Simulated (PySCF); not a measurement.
# UHF on Ba⁻ (barium, charge -1)

Configuration: [Xe] 5d1 6s2, 2D determinant. All numbers are calculated (PySCF 2.14, scalar relativity by spin-free X2C-1e, in aug-cc-pwCVTZ-X2C (11s10p8d4f, 109 functions)).

| Quantity | Value |
| --- | --- |
| Total energy | -8131.603000 hartree |
| One-electron energy | -11109.2634 hartree |
| Hartree (Coulomb) energy | 3174.7043 hartree |
| Exchange energy | -197.0439 hartree |
| ⟨S²⟩ | 0.9259 |
| ⟨L²⟩ | 6.182 |
| Sum of ⟨r⟩ | 52.84 bohr |
| Sum of ⟨r²⟩ | 192.3 bohr² |
| Traceless quadrupole moment −½Σ⟨3z² − r²⟩ along its main axis | -0.321 e·bohr² |
| Langevin diamagnetic susceptibility | -152 ×10⁻⁶ cm³/mol |

```csv
shell,electrons,mean orbital energy (eV),spread (eV),"rms radius, mean of both spins (bohr)"
1s β,1,-37617.5,0,0.0292
1s α,1,-37617.5,0,0.0292
2s α,1,-6048.2,0,0.119
2s β,1,-6048.2,0,0.119
2p α,3,-5421.1,0,0.106
2p β,3,-5421.0,0.021,0.106
3s α,1,-1318.5,0,0.311
3s β,1,-1318.5,0,0.311
3p α,3,-1112.1,0.043,0.311
3p β,3,-1112.1,0.042,0.311
3d α,5,-810.15,0.070,0.289
3d β,5,-810.12,0.049,0.289
4s α,1,-274.29,0,0.715
4s β,1,-274.25,0,0.715
4p α,3,-204.78,0.071,0.761
4p β,3,-204.75,0.101,0.761
4d α,5,-100.18,0.169,0.862
4d β,5,-100.13,0.145,0.862
5s α,1,-38.965,0,1.77
5s β,1,-38.686,0,1.77
5p α,3,-20.143,0.229,2.07
5p β,3,-19.637,0.479,2.07
6s α,1,-0.999,0,7.78
5d α,1,-0.289,0,5.09
6s β,1,-0.112,0,7.78
```

Spin-orbit coupling, absent here, splits the open shell strongly. ⟨S²⟩ = 0.93 against 0.75 shows spin contamination. The outer electron is barely bound at this level, so radii and moments hang on the diffuse functions. The configuration of this anion was assumed by filling the next shell in order. It is not the known or likely ground configuration (Ca⁻, Sr⁻ and Ba⁻, for instance, bind a p electron), so these values are not the electron affinity of the element.

Densities and radii are taken from the X2C orbitals without a picture-change correction, which distorts them close to the nucleus.

Spin-orbit constants ζ (cm⁻¹) from the X2C one-electron operator on these orbitals: bare nucleus, nucleus screened by l(l+1)(2l+1)/3 electrons, and screened by the Breit-Pauli mean field of the electrons.

| shell | bare | screened nucleus | mean field |
| --- | --- | --- | --- |
| 2p | 2016000 | 1944000 | n/a |
| 3p | 394700 | 380600 | n/a |
| 3d | 60770 | 49920 | n/a |
| 4p | 79420 | 76580 | n/a |
| 4d | 9840 | 8083 | n/a |
| 5p | 9744 | 9396 | n/a |
| 5d | 288.6 | 237.1 | n/a |

To first order the Landé constant is A = 237.1 cm⁻¹, so the lowest level has J = 3/2 and lies 0.0441 eV below the centre of the term. First order in ζ underestimates the shift of the j = l − 1/2 level at high Z.
